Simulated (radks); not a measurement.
Species: Sb8+. Configuration: [Kr] 4d7. Method: scalar-relativistic Kohn-Sham, r2SCAN, spin-polarised, spherical densities, finite nucleus; open shells are filled with parallel spins first (spin-orbit coupling, left out, can overturn this in heavy ions); meta-GGA in the generalised Kohn-Sham scheme; Fermi nuclear charge, rms radius 4.6802 fm; computed with a radial shooting solver on a logarithmic mesh with Libxc functionals.

Normalised radial functions P(r) = r R(r), r in bohr:

```
   r/bohr * 4d down, o 5s down (the largest magnitude, 1.06, reaches the edge; | marks zero, & curves that meet)
 0.001475                             *o
 0.002218                             *o
 0.003336                             * o
 0.005016                             *  o
 0.007543                             *  o
  0.01134                             *   o
  0.01706                             *   o
  0.02565                             |*o
  0.03858                            o|*
  0.05801                        o    |  *
  0.08794                       o     |       *
   0.1322                            o|            *
   0.1989                             |      o        *
   0.2991                             |      o *
   0.4497                   *  o      |
   0.6763  *             o            |
    1.017   *                         |      o
    1.529                 *           |                       o
      2.3                           * |              o
    3.459                             * o
    5.201                             &
```

4d down: eigenvalue -151.93 eV, 1 radial node at r = 0.374 bohr, <r> = 0.928 bohr, 90 % of the charge inside 1.39 bohr. 5s down (empty): eigenvalue -103.34 eV, 4 radial nodes at r = 0.0354, 0.140, 0.374, 0.906 bohr, <r> = 1.67 bohr, 90 % of the charge inside 2.35 bohr.
